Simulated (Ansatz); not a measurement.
Gas-phase reaction in SMILES: OB(O)Br → O[B]Br + [OH] (HO) (the B-O bond at the site shown breaks; other sites are not compared here)
Structures are relaxed separately at B3LYP-D3(BJ)/def2-TZVP in Ansatz (an electronic-structure program), one conformer each, not searched for the lowest.

Quantity: bond dissociation energy (electronic energy difference), in kcal/mol. Cores are frozen in the correlated levels unless marked. Open shells are spin-unrestricted. No spin-orbit coupling. The frozen core is the preceding noble-gas configuration, with the filled d and f shells of earlier blocks. Non-relativistic. CBS marks a two-point X^-3 extrapolation of the correlation energy; Hartree-Fock from the larger set (for Q and 5 zeta extrapolated as (X+1)exp(-9√X)).

| level | program | bond dissociation energy (kcal/mol) |
|---|---|---|
| SVWN5/def2-TZVPD | Ansatz | ___ |
| r2SCAN-D3(BJ)/def2-TZVPD | Ansatz + dftd3 | ___ |
| PBE0-D4/def2-TZVPD | Ansatz + dftd4 | 147.2 |
| PBE0/def2-TZVP | Ansatz | 147.2 |
| PBE0/def2-QZVPP | Ansatz | ___ |
| HSE06-D3(BJ)/def2-TZVPD | Ansatz + dftd3 | 147.1 |
| HSE06/def2-TZVPD | Ansatz | 146.6 |
| RPA@PBE/cc-pVQZ | Ansatz | 143.0 |
| SCS-MP2/STO-3G | Ansatz | 139.4 |
| SCS-MP2/6-31G* | Ansatz | 149.3 |
| SCS-MP2/cc-pVTZ | Ansatz | 153.9 |
| SCS-MP2/cc-pVQZ | Ansatz | 155.6 |
| CCSD/cc-pV5Z | Ansatz | 149.0 |
| CCSD(T)/CBS(cc-pVQZ,cc-pV5Z) | Ansatz | ___ |

### Question
Fill in the missing entries.

### Answer

- SVWN5/def2-TZVPD, bond dissociation energy (kcal/mol): 170.6
- r2SCAN-D3(BJ)/def2-TZVPD, bond dissociation energy (kcal/mol): 145.1
- PBE0/def2-QZVPP, bond dissociation energy (kcal/mol): 146.9
- CCSD(T)/CBS(cc-pVQZ,cc-pV5Z), bond dissociation energy (kcal/mol): 151.9
